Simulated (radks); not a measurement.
Results of a calculation; reference values are marked as such.
Q: The table gives one normalised radial function P(r) = r R(r) of Br21+ in [Ne] 3s2 3p2 (r in bohr). Level of theory: scalar-relativistic Kohn-Sham, PBE, spin-polarised, spherical densities, finite nucleus; open shells are filled with parallel spins first; Fermi nuclear charge, rms radius 4.1629 fm (a radial shooting solver on a logarithmic mesh with Libxc functionals).

r,P
0.003129,0.0068
0.004343,0.0125
0.006078,0.0230
0.008437,0.0415
0.01171,0.0740
0.01639,0.1312
0.02275,0.2227
0.03184,0.3666
0.0442,0.5603
0.06185,0.7871
0.08585,0.9516
0.1192,0.9012
0.1668,0.4423
0.2315,-0.4160
0.324,-1.3338
0.4497,-1.6371
0.6293,-1.1125
0.8736,-0.4027
1.213,-0.0647

Which n and l does it have? It may be an empty orbital.

A: n = 3, l = 1: the number of nodes gives n - l - 1 = 1, the rise at small r (about r^(l+1)) gives l, and the extent must fit the shell. The curve is that of 3p up; the table hardly tells the two spins apart. 3p up: eigenvalue -893.42 eV, 1 radial node at r = 0.200 bohr, <r> = 0.460 bohr, 90 % of the charge inside 0.680 bohr.
